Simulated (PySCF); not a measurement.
MoBr₂: from structure and modes to constants

Computed with UPBE/[Mo def2-TZVP with ECP28, Br def2-TZVP], scalar-relativistic core potentials, density fitting, no spin–orbit coupling, PySCF.

The quintet minimum has C2v symmetry. Masses (u): Mo 97.90541, Br 78.91834.

```xyz
3
charge 0 multiplicity 5, angstrom
Mo   -0.6226    0.0000    0.0000
Br    0.3837    0.0000    2.1896
Br    0.3837    0.0000   -2.1896
```

Harmonic wavenumbers (cm⁻¹): 45.4 (a1, ×1), 246.1 (a1, ×1), 308.6 (b2, ×1).

(1) Find the principal moments of inertia and the rotational constants. What kind of rotor is it?

(2) Find the vibrational entropy and heat capacity at 298.15 K.

Results:

(1) About the centre of mass I = 61.189, 756.69, 817.88 u Å². With B = 16.8576/I this gives 0.2755, 0.02228, 0.02061 cm⁻¹. The molecule is an asymmetric top with κ = -0.99.

(2) With u = 1.43878 ω/T, each mode gives S = R[u/(eᵘ−1) − ln(1−e⁻ᵘ)] and C = R u² eᵘ/(eᵘ−1)².
```csv
ω (cm⁻¹),u,S (J/(mol K)),C (J/(mol K))
45.4,0.219,20.95,8.28
246.1,1.187,7.36,7.40
308.6,1.489,5.73,6.93
```
The sums over all modes are S = 34.0 and C = 22.6 J/(mol K); the softest mode gives 62 % of the entropy.

Other isomers or separated fragments may lie lower. With open d or f shells other occupations or spin states may lie lower.
